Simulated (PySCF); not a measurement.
# Two-component Hartree-Fock for Sm⁵⁶⁺ (samarium, charge +56)

Start: [He] 2s2 2p2; 2p1/2 filled at m_j = -1/2, +1/2. Calculated with PySCF 2.14 in an uncontracted even-tempered set (17 s from 37 bohr⁻², ratio 2.4; 13 p from 48 bohr⁻², ratio 2.4; 5 d from 160 bohr⁻², ratio 2.6; 4 f from 240 bohr⁻², ratio 2.6): generalised Hartree-Fock with the X2C-1e Hamiltonian and a Gaussian nucleus; one run each with spin-orbit coupling (SO) switched off, then screened by Boettger's factors.

| spinor shell | electrons | ε, spin-free (eV) | ε, screened SO (eV) | weight of nominal j (screened SO) | rms radius, screened SO (bohr) |
| --- | --- | --- | --- | --- | --- |
| 1s1/2 | 2 | -52575.8 | -52538.2 | 1.000 | 0.0258 |
| 2s1/2 | 2 | -12496.7 | -12485.2 | 1.000 | 0.101 |
| 2p1/2 | 2 | -11856.1 | -12281.2 | 1.000 | 0.0854 |

| quantity | spin-free | screened SO |
| --- | --- | --- |
| E (hartree) | -5867.04441 | -5899.88250 |
| M_J | 0 | 0 |
| ⟨J²⟩ | 2.000 | 0.000 |
| ⟨L²⟩ | 2.000 | 1.333 |
| ⟨S²⟩ | 2.000 | 1.333 |

Breit and QED terms are absent; they matter most for the inner s and p1/2 levels.

Densities and radii are taken from the X2C orbitals without a picture-change correction, which distorts them close to the nucleus.

Without spin-orbit coupling the j labels of p, d and f shells carry no meaning; the spin-free column gives the mean over the occupied spinors of each nl shell.
